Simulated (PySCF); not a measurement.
PySCF input file for In(H)(Cl)(NH2) (ClH3InN), SMILES [NH2][InH][Cl], PBE0-D3(BJ)/def2-SVP. The structure is a stationary point at PBE0-D3(BJ)/def2-SVP. The def2 effective core potentials stand for the cores of In; spin–orbit coupling is left out. Other conformers were not sampled.

```python
import numpy as np
from pyscf import gto, scf, dft, df
from pyscf.hessian import thermo

mol = gto.M(
    atom='''
    In   -0.22471902   -0.39220317   -0.17278287
    H    -1.39170134   -0.97268623   -1.26812184
    Cl    0.25199708    1.92034197   -0.13006057
    N     0.80022033   -1.32558347    1.27751751
    H     1.57351911   -0.84688564    1.72721925
    H     0.94392148   -2.32920196    1.27567035
    ''',
    basis='def2-SVP',
    ecp={'In': 'def2-svp'},
    charge=0,
    spin=0,
    max_memory=1600,
    verbose=3,
)
mf = dft.RKS(mol, xc='pbe0').density_fit(auxbasis='def2-universal-jkfit')
mf.disp = 'd3bj'
mf.grids.level = 3
mf.conv_tol = 1e-11
mf.max_cycle = 100
mf.kernel()

# [left out here: the lines that compute and print the analytic Hessian (its translational invariance restored by hand, since the grid's response is missing), thermochemistry and intensities]
```

Log of the run:

```
converged SCF energy = -706.52831730228

WARN: DFTD3 does not support analytical Hessian, using finite difference


WARN: Mole.unit (angstrom) is changed to Bohr

Mode                                 0                   1                   2
Irrep
Freq [cm^-1]                      119.5113            238.5084            315.0730
Reduced mass [au]                   4.7355              1.2823              1.0873
Force const [Dyne/A]                0.0399              0.0430              0.0636
Char temp [K]                     171.9501            343.1605            453.3199
Normal mode                   x     y     z       x     y     z       x     y     z
       0  In                -0.02 -0.02 -0.02   -0.00  0.00  0.01   -0.01 -0.00  0.01
       1   H                -0.01 -0.03 -0.01    0.18 -0.12 -0.11    0.28 -0.05 -0.27
       2  Cl                 0.05 -0.03  0.06   -0.00 -0.01 -0.00    0.02  0.01 -0.01
       3   N                 0.06  0.17  0.03    0.06  0.01 -0.11    0.01 -0.03 -0.03
       4   H                 0.01  0.30 -0.03   -0.23 -0.03  0.41   -0.41  0.22  0.41
       5   H                 0.16  0.18  0.15   -0.44 -0.05  0.53    0.53  0.04 -0.32
Mode                                 3                   4                   5
Irrep
Freq [cm^-1]                      359.3752            428.9946            462.6374
Reduced mass [au]                  17.6605              1.0382              1.0842
Force const [Dyne/A]                1.3438              0.1126              0.1367
Char temp [K]                     517.0609            617.2277            665.6322
Normal mode                   x     y     z       x     y     z       x     y     z
       0  In                 0.01  0.04  0.00    0.01 -0.00 -0.01   -0.01  0.00 -0.01
       1   H                 0.05 -0.13  0.05   -0.58 -0.01  0.62    0.19 -0.89  0.24
       2  Cl                -0.03 -0.14 -0.00   -0.00  0.00  0.01    0.02  0.03  0.01
       3   N                -0.01  0.01  0.00   -0.01 -0.01 -0.01    0.01 -0.02  0.03
       4   H                 0.00 -0.01  0.00   -0.30  0.10  0.36    0.10 -0.13  0.01
       5   H                 0.05  0.01 -0.09    0.12  0.01  0.04   -0.03 -0.02 -0.12
Mode                                 6                   7                   8
Irrep
Freq [cm^-1]                      635.2032            736.7283           1508.4017
Reduced mass [au]                   4.3617              1.1619              1.1037
Force const [Dyne/A]                1.0369              0.3716              1.4796
Char temp [K]                     913.9159           1059.9880           2170.2542
Normal mode                   x     y     z       x     y     z       x     y     z
       0  In                 0.02 -0.01  0.02    0.00  0.01  0.00   -0.00 -0.00  0.00
       1   H                 0.02 -0.12  0.08    0.04 -0.17  0.04    0.03  0.02  0.01
       2  Cl                 0.00  0.00  0.00   -0.00  0.00 -0.00    0.00  0.00 -0.00
       3   N                -0.13  0.11 -0.15   -0.05 -0.08 -0.04   -0.06  0.04 -0.04
       4   H                -0.08  0.06 -0.18   -0.12  0.45 -0.47    0.25 -0.60  0.15
       5   H                -0.13  0.11 -0.29    0.30 -0.02  0.54    0.55  0.10  0.37
Mode                                 9                  10                  11
Irrep
Freq [cm^-1]                     1875.0628           3601.3627           3717.3932
Reduced mass [au]                   1.0163              1.0486              1.0976
Force const [Dyne/A]                2.1052              8.0128              8.9369
Char temp [K]                    2697.7979           5181.5592           5348.5012
Normal mode                   x     y     z       x     y     z       x     y     z
       0  In                 0.01  0.00  0.01   -0.00  0.00 -0.00   -0.00 -0.00 -0.00
       1   H                -0.68 -0.33 -0.64   -0.00 -0.00  0.00    0.00 -0.00  0.00
       2  Cl                 0.00  0.00  0.00    0.00  0.00  0.00   -0.00  0.00 -0.00
       3   N                -0.00  0.00 -0.00    0.04 -0.02  0.02   -0.03 -0.07 -0.02
       4   H                 0.01 -0.02  0.02   -0.52 -0.35 -0.31    0.50  0.30  0.29
       5   H                 0.01  0.01  0.01   -0.07  0.67  0.01   -0.10  0.68 -0.00
temperature 298.1500 [K]
pressure 101325.00 [Pa]
Rotational constants [GHz] 10.12933 2.72262 2.14778
Symmetry number 1
Zero-point energy (ZPE) 0.03189 [Eh]   83728.139 [J/mol]
                           tot       elec      trans        rot        vib
Entropy [J/mol/K]       322.273      0.000    172.598    109.195     40.480
Cv [J/mol/K]             72.918      0.000     12.472     12.472     47.974
Cp [J/mol/K]             81.232      0.000     20.786     12.472     47.974
Internal energy [J/mol]                      3718.434   3718.434  90908.840
Internal energy [Eh]   -706.49086  -706.52832
Enthalpy [J/mol]                             6197.391   3718.434  90908.840
Enthalpy [Eh]          -706.48992
Gibbs free energy [J/mol]                  -45262.752 -28837.935  78839.600
Gibbs free energy [Eh] -706.52651
static polarisability / bohr^3: [[39.434  1.751  9.228]
 [ 1.749 55.362 -3.702]
 [ 9.226 -3.704 43.186]]
largest difference of analytic and finite-field dipole derivatives / e: 0.0021413362646307554
mode   freq/cm-1   IR/(km/mol)   Raman/(A^4/amu)   depolarisation
   1      119.51         5.077             3.155            0.747
   2      238.51       180.546             2.411            0.077
   3      315.07        22.726             0.970            0.531
   4      359.38        67.177             4.144            0.214
   5      428.99        11.413             4.336            0.654
   6      462.64        81.414            17.624            0.584
   7      635.20        29.557            20.506            0.266
   8      736.73        69.540             1.099            0.745
   9     1508.40        10.826             3.811            0.750
  10     1875.06       110.741           192.071            0.218
  11     3601.36        26.855           189.899            0.111
  12     3717.39        34.646           104.394            0.736
max |gradient| / (hartree/bohr): 5.323465078198395e-05
APT charges: [ 1.3123 -0.2761 -0.588  -0.7766  0.1655  0.163 ]
```

The run converged.
